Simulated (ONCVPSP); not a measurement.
**Configuration tests for Ga (ONCV)**

* Element: gallium (Ga)
* Generator: ONCVPSP 4.0.1
* Type: optimised norm-conserving Vanderbilt (ONCV)
* Functional: PBEsol
* Relativity: scalar-relativistic
* Frozen core: [Ar] 3d10
* Valence charge: 3
* Reference configuration: 4s2 (charge +1)
* Partial waves: 4s: rc 2.05 bohr, ncon 3, nbas 7, qcut 3.2 1/bohr, 2 projectors, debl 2.5 Ha; p scattering state at 0.31 Ha: rc 1.60 bohr, ncon 3, nbas 7, qcut 4.9 1/bohr, 2 projectors, debl 3.9 Ha; d scattering state at 0.23 Ha: rc 1.85 bohr, ncon 4, nbas 7, qcut 5.9 1/bohr, 2 projectors, debl 1.5 Ha
* Local potential: polynomial inside 1.15 bohr (lpopt 5, dvloc0 -1 Ha)
* Core correction: Teter function, fcfact 1.6, rcfact 1

In the p channel the program set the typed energies aside and used 0.050, 3.950 Ha.

Energies are relative to the spin-unpolarised reference configuration 4s2; without spin polarisation the order of configurations can differ from experiment.

```tsv
valence configuration	charge	ΔE all-electron (eV)	error AE − PS (meV)
4s1	+2	21.137	-7.6
4s2 4p0.5	+0.5	-3.653	+7.1
4s0 4p3	0	7.711	+49
```

Problem. What are ΔE and the potential's error for 4s2 4p1?

Solution. ΔE = -5.680 eV all-electron; the error (AE − PS) is +16 meV.

Note: ghosts flagged at negative energy: d at -16.6 eV; GHOST(+) flagged for s at 30.4 eV, p at 161.9 eV. A true bound ghost makes a file unfit for plane-wave use.
